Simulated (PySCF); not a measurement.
Gas-phase XPS of (OMe)3Si-S-SiH3, computed

Species: (OMe)3Si-S-SiH3, C3H12O3SSi2.
Cartesian coordinates in Å at the PBE0-D3(BJ)/def2-SVP level; atoms count from 1:
```
atom  x, y, z in Å
Si1    0.095    0.377    0.196
O2    -0.968    1.585    0.531
C3    -1.910    2.165   -0.328
O4     0.685   -0.184    1.617
C5    -0.101   -0.431    2.756
O6     1.409    0.847   -0.658
C7     1.612    0.871   -2.043
S8    -0.988   -1.149   -0.857
Si9    0.374   -2.761   -0.412
H10   -2.512    1.403   -0.855
H11   -1.427    2.810   -1.083
H12   -2.592    2.790    0.267
H13    0.570   -0.692    3.588
H14   -0.796   -1.274    2.592
H15   -0.691    0.456    3.038
H16    1.005    0.108   -2.561
H17    1.359    1.860   -2.462
H18    2.675    0.673   -2.251
H19    1.784   -2.329   -0.632
H20    0.203   -3.247    0.987
H21    0.026   -3.859   -1.359
```

Theory: delta-SCF UKS SCAN, pcX-2 on the ionised atom, pcseg-1 elsewhere, spin-free X2C (PySCF). Vertical ΔSCF values, vacuum level as zero.

Q: Give the core binding energies atom by atom.

A: 
| atom(s) | bonded to | level | binding energy (eV) | 2p1/2 (eV) | above the level's lowest (eV) | count |
| --- | --- | --- | --- | --- | --- | --- |
| Si9 | S and 3 H | Si 2p3/2 | 107.17 | 107.79 | 0.00 | 1 |
| Si1 | 3 O and S | Si 2p3/2 | 108.03 | 108.65 | +0.86 | 1 |
| C3/C5/C7 | O and 3 H | C 1s | 292.50 | – | 0.00 | 3 |
| O2/O4/O6 | C and Si | O 1s | 538.13 | – | 0.00 | 3 |
| Si9 | S and 3 H | Si 1s | 1847.00 | – | 0.00 | 1 |
| Si1 | 3 O and S | Si 1s | 1848.27 | – | +1.27 | 1 |
| S8 | 2 Si | S 1s | 2476.31 | – | 0.00 | 1 |

Lowest listed Si 1s: Si9, bonded to S and 3 H. Highest, 1.27 eV above it: Si1, bonded to 3 O and S.

The listed Si 2p3/2 values span 0.86 eV, from Si9 (bonded to S and 3 H) to Si1 (bonded to 3 O and S).

Q: Which effective nuclear charge Zeff reproduces each element's mean 1s value in the hydrogen-like formula E = 13.606 eV × Zeff²?

A: C (Z = 6): mean 292.5 eV, Zeff = 4.64, Z − Zeff = 1.36; O (Z = 8): mean 538.1 eV, Zeff = 6.29, Z − Zeff = 1.71; Si (Z = 14): mean 1847.6 eV, Zeff = 11.65, Z − Zeff = 2.35; S (Z = 16): mean 2476.3 eV, Zeff = 13.49, Z − Zeff = 2.51. Means run over the listed sites, weighted by atom count.

Topologically equivalent atoms share the value of their first member; where this conformer doesn't relate them by symmetry, their own values could differ. Not every level is listed. 2p3/2 and 2p1/2 are the ΔSCF energy of one spin-free 2p hole plus the eigenvalues of a spin–orbit and ligand-field matrix of the shell. 2p1/2 minus 2p3/2 (ligand field included): Si 0.62 eV. One conformer (not necessarily the lowest) at the PBE0-D3(BJ)/def2-SVP geometry, without solvent, vibrations or thermal averaging.

On Intel Xeon 6975P-C, 2 threads, shared host with 192 logical CPUs at a one-minute load of 24, this took 70 s wall, 2.9 min CPU and 1.4 GiB of memory at its peak.
